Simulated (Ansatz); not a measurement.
`[OH][Ga]([F])[F]` + H₂O → `[OH][Ga]([OH])[F]` + H–F at 400 K and 1 bar (formal hydrolysis of a Ga–F bond).

Computed with Ansatz on PBE0-D4/def2-TZVP structures; ΔE is electronic, products minus reactants. CCSD(T)/CBS adds triple-zeta CCSD(T) − MP2 to the extrapolated MP2 energy (def2 sets, frozen cores). This one scheme is used for every species. For Ga outer-core shells are correlated without core-valence functions, which leaves a few kJ/mol of doubt a bond. Scalar relativity is left out up to krypton. One conformer a species, not always the lowest.

```tsv
species	CCSD(T)/CBS energy (Eh)	H − E (kJ/mol)	S (J/(mol·K))
`[OH][Ga]([F])[F]`	-2199.41346	71.4	336.6
H₂O	-76.37941	69.8	198.6
`[OH][Ga]([OH])[F]`	-2175.39098	104.0	345.6
H–F	-100.39570	36.5	182.2
```

H − E and S are ideal-gas, rigid-rotor, harmonic terms from PBE0-D4/def2-TZVP, for one conformer and one mirror image of each species. 1 Eh = 2625.50 kJ/mol, R = 8.31446 J/(mol·K).

Q: By hand: ΔE, ΔH, ΔS and ΔG.

A: ΔE = (-2175.39098) + (-100.39570) − (-2199.41346) − (-76.37941) = 0.00619 Eh = 16.3 kJ/mol. Δ(H − E) = 104.0 + 36.5 − 71.4 − 69.8 = -0.7, so ΔH = 15.6 kJ/mol. ΔS = 345.6 + 182.2 − 336.6 − 198.6 = -7.4 J/(mol·K). ΔG = 15.6 − 400 × (-7.4)/1000 = 18.6 kJ/mol.

Q: By hand: the equilibrium constant, and the temperature at which ΔG would vanish if ΔH and ΔS stayed fixed.

A: log₁₀ K = −ΔG/(RT ln 10) = -2.4. ΔH and −TΔS have one sign here, so there is no such temperature.

The number of gas molecules stays the same, so ΔS is small and ΔH decides. A doubt of 5 kJ/mol in ΔE shifts log₁₀ K by 0.7 here. Other conformers and mirror images would add mixing entropy, several J/(mol·K) or more a flexible species. These are equilibria of isolated gas molecules and say nothing of rates. Largest T1 diagnostic: 0.015 (customary marks: 0.02 for closed shells, 0.045 for open ones).

ΔS is within the doubt of such terms, so its sign, and with it that verdict, could turn.
